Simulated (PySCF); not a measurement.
Compound: C5H6F3OP.
SMILES with atom numbers: `[O:1]=[P@H:2]1[CH:3]=[C:4]([C:5]([F:6])([F:7])[F:8])[CH2:9][CH2:10]1` (hydrogens: H11 on P2; H12 on C3; H13, H14 on C9; H15, H16 on C10)

Computed with PySCF at wB97X-D/def2-SVPD, non-relativistic, on one gas-phase PBE0-D3(BJ)/def2-SVP geometry that isn't relaxed in the solvent. The solvent is an IEF-PCM continuum (Bondi radii, 1.10 Å for H, scaled by 1.2), and excitations are vertical TDDFT with non-equilibrium linear response and a frozen core. Only the electrostatic response of the medium enters.

Gas-phase singlets (H = HOMO, L = LUMO):

| state | E (eV) | λ (nm) | f | leading configuration |
| --- | --- | --- | --- | --- |
| S1 | 5.738 | 216 | 0.012 | H-1→L 52% |
| S2 | 5.911 | 210 | 0.003 | H→L 54% |
| S3 | 6.854 | 181 | 0.260 | H-2→L 94% |
| S4 | 7.511 | 165 | 0.007 | H→L+1 35% |
| S5 | 7.666 | 162 | 0.018 | H-1→L+2 38% |

Give the list for acetone (ε = 20.49), n² = 1.85.

| state | E (eV) | λ (nm) | f | leading configuration | change by rank (eV) |
| --- | --- | --- | --- | --- | --- |
| S1 | 6.081 | 204 | 0.045 | H→L 74% | +0.343 |
| S2 | 6.270 | 198 | 0.016 | H-1→L 71% | +0.359 |
| S3 | 6.822 | 182 | 0.294 | H-2→L 89% | -0.032 |
| S4 | 7.812 | 159 | 0.012 | H→L+2 55% | +0.301 |
| S5 | 7.958 | 156 | 0.020 | H-1→L+2 44% | +0.292 |

How do the frontier levels move from gas to acetone?

```csv
orbital,gas (eV),solvent (eV),change (eV),"Löwdin shares, gas","Löwdin shares, solvent"
LUMO+2,2.48,2.66,+0.18,"P2 25 %, H11 15 %, O1 12 %, C3 10 %","O1 29 %, P2 26 %, C3 11 %, H11 8 %"
LUMO+1,1.87,2.33,+0.46,"C9 15 %, C10 11 %, H13 9 %, H11 8 %","C5 14 %, C9 11 %, C3 9 %, F8 7 %"
LUMO,0.18,0.56,+0.38,"C4 32 %, C3 30 %, P2 10 %, C5 5 %","C4 32 %, C3 29 %, P2 10 %, C5 5 %"
HOMO,-10.00,-9.96,+0.04,"O1 56 %, P2 15 %, C10 11 %, H11 4 %","O1 33 %, P2 13 %, C3 12 %, C10 11 %"
HOMO-1,-10.13,-10.28,-0.15,"O1 66 %, P2 15 %, C3 8 %, H11 5 %","O1 62 %, P2 16 %, C3 9 %, H11 7 %"
HOMO-2,-10.79,-10.48,+0.31,"C3 30 %, C4 27 %, O1 10 %, C9 9 %","O1 25 %, C3 24 %, C4 19 %, P2 8 %"
HOMO-3,-12.62,-12.41,+0.21,"O1 50 %, P2 15 %, C9 7 %, C4 7 %","C10 29 %, H16 14 %, C9 14 %, C4 7 %"
```

The HOMO–LUMO gap goes from 10.19 to 10.52 eV. Rows go by rank; for HOMO-3, HOMO-2, HOMO-1, HOMO and LUMO+1 the atom shares or the degeneracy differ between the runs, so the row needn't follow one orbital.
